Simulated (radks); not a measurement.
Values are calculated unless marked as measured or tabulated.
The zinc ion Zn2+, 28 electrons, occupied as [Ar] 3d10 (the NIST ground configuration).

Level of theory: non-relativistic Kohn-Sham, PBE, spin-polarised, spherical densities, point nucleus (a radial shooting solver on a logarithmic mesh with Libxc functionals).

Energy parts (hartree):
part                       energy
total                 -1778.16302
kinetic                1776.95058
electron-nucleus      -4237.14068
Hartree                 752.41516
exchange-correlation    -70.38809

Orbitals (lengths in bohr, moments of r in powers of bohr; <r^-3> diverges for s and p1/2; r(max) is where P^2 peaks):
| orbital | occ. | eigenvalue (hartree) | <1/r> | r(max) | <r> | <r^-3> |
|---|---|---|---|---|---|---|
| 1s | 2 | -346.3979 | 29.51 | 0.03371 | 0.05111 | - |
| 2s | 2 | -42.35369 | 6.435 | 0.1925 | 0.2298 | - |
| 2p | 6 | -37.41847 | 6.401 | 0.1535 | 0.1997 | 755.9 |
| 3s | 2 | -5.35481 | 2.045 | 0.5972 | 0.6923 | - |
| 3p | 6 | -3.78781 | 1.915 | 0.5965 | 0.7186 | 96.63 |
| 3d | 10 | -1.14221 | 1.536 | 0.5657 | 0.8760 | 9.674 |

The highest occupied level is 3d at -31.081 eV. Virial ratio -V/T = 2.00068. Summed over all electrons, <r^2> = 15.28 bohr^2, which gives a Langevin (diamagnetic) susceptibility term of -12.1 x 10^-6 cm^3/mol.
